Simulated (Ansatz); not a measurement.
Total energies of C5H11Cl2Ga (`CC(C)(C)[CH2][Ga]([Cl])[Cl]`).

```xyz
19

C     0.159    1.601    0.182
C    -0.330    0.159    0.282
C    -1.113   -0.207   -0.976
C    -1.242    0.020    1.501
C     0.857   -0.798    0.452
Ga    1.951   -1.036   -1.156
Cl    2.907    0.518   -2.283
Cl    2.325   -2.983   -1.973
H    -0.686    2.286    0.074
H     0.711    1.889    1.081
H     0.818    1.747   -0.678
H    -1.428   -1.254   -0.959
H    -0.513   -0.045   -1.881
H    -2.009    0.412   -1.079
H    -1.632   -0.997    1.588
H    -0.701    0.254    2.422
H    -2.093    0.703    1.429
H     1.510   -0.466    1.266
H     0.509   -1.804    0.708
```

The species carries charge 0 and has multiplicity 1. Correlated methods include outer-core shells of Ga, which these sets cover unevenly. Scalar relativity is left out up to krypton. The structure was optimised at the PBE0-D4/def2-TZVP level. It is one conformer, not always the lowest. Basis def2-TZVPP, Ansatz 0.2.0.

RPA on PBE orbitals: Hartree–Fock energy of these orbitals -3038.12438 Eh, correlation -2.42810 Eh (frozen core).

```tsv
functional	energy without D4 (Eh)	D4 term (kJ/mol)
LDA (SPW92)	-3034.77208	–
PBE	-3041.68715	-56.3
revPBE	-3042.25796	-159.3
BLYP	-3042.57192	-119.8
r2SCAN	-3042.45107	-15.2
B97M-V	-3042.04853	–
B3LYP	-3042.72665	-89.7
r2SCANh	-3042.43216	-16.2
r2SCAN0	-3042.40602	-17.9
HSE06 (plane-wave form)	-3041.81456	-45.6
LC-ωPBE	-3042.02250	–
ωB97M-V	-3042.38468	–
B2PLYP	-3041.82760	–
PBE-QIDH	-3041.32318	–
```

**Question.** Give the same for PBE0, BHLYP, CAM-B3LYP, ωB97X-V. (Best estimate.)

**Answer.** Ansatz gave: 
| functional | energy without D4 (Eh) | D4 term (kJ/mol) |
| --- | --- | --- |
| PBE0 | -3041.84300 | -48.6 |
| BHLYP | -3042.48779 | -70.6 |
| CAM-B3LYP | -3042.66868 | -49.9 |
| ωB97X-V | -3042.28206 | – |

B3LYP takes the VWN-RPA correlation (the form of Gaussian; ORCA's B3LYP/G). HSE06 is the plane-wave form, built on full-range PBE exchange. The double hybrids freeze the cores in their second-order part.

LC-ωPBE has ω = 0.4 bohr⁻¹.
